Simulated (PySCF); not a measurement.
Compound: Zr(SH)4 (singlet state).
Cartesian coordinates in Å at the PBE0-D3(BJ)/def2-SVP level; atoms count from 1:
```
atom  x, y, z in Å
Zr1    0.0103    0.0117    0.0075
S2    -0.0296   -0.2485    2.4179
H3     0.9179    0.7218    2.4931
S4     2.2901    0.0411   -0.8073
H5     2.5474   -1.0570   -0.0508
S6    -1.1029    2.0805   -0.5964
H7    -1.1108    1.6585   -1.8876
S8    -1.1007   -1.8670   -1.0373
H9    -2.2890   -1.4105   -0.5649
```

Computed, not measured: PBE0-D3(BJ)/def2-SVP geometry optimisation, gas phase, def2 core potentials past Kr (PySCF).

Problem. Which atoms are bound to Zr1, and at what distances?

Solution. 4 atoms: S8 2.420 Å, S4 2.421 Å, S2 2.425 Å, S6 2.426 Å. The nearest atom not counted as bound is H3, at 2.74 Å (others tie with it).

Problem. List the angles at Zr1.

Solution. 
| angle | degrees | distance of the outer atoms (Å) |
| --- | --- | --- |
| S2–Zr1–S4 | 110.6 | 3.98 |
| S6–Zr1–S8 | 110.1 | 3.97 |
| S2–Zr1–S8 | 109.8 | 3.96 |
| S4–Zr1–S6 | 109.8 | 3.96 |
| S2–Zr1–S6 | 109.4 | 3.96 |
| S4–Zr1–S8 | 107.2 | 3.90 |

Problem. What is the shape at Zr1?

Solution. Tetrahedral: angles from 107.2° to 110.6°; τ4 = (360° − α − β)/141° = 0.99 with α and β the two widest (0 for a square, 1 for a tetrahedron).

Problem. What are the other bond lengths?

Solution. S2–H3 and 3 like bonds 1.358 Å.

Charge 0, singlet. PBE0-D3(BJ)/def2-SVP frequencies: not computed here.
